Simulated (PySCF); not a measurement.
**BaF at PBE0**

Level: PBE0. basis Ba x2c-TZVPall, F x2c-TZVPall; spin-free X2C with a Gaussian nucleus; PySCF 2.14.

```
state                                           : ²Σ⁺ (doublet), unpaired electrons σ ↑
bond length                                     : 2.151 Å
harmonic wavenumber                             : 476 cm⁻¹
force constant                                  : 2.23 mdyn/Å
rotational constant Be                          : 0.2183 cm⁻¹
anharmonicity ωexe                              : 1.83 cm⁻¹
vibration–rotation constant αe                  : 0.00115 cm⁻¹
well depth De to Ba + F                         : 573 kJ/mol
dissociation energy D0                          : 570 kJ/mol
bond order (Mayer)                              : 0.65
dipole moment (positive dipole means Ba(−)F(+)) : -2.93 D
```

These are scalar-relativistic numbers at best; spin–orbit coupling would shift them, the dissociation energy most. The state was picked by a PBE0 search and need not be the measured ground state.
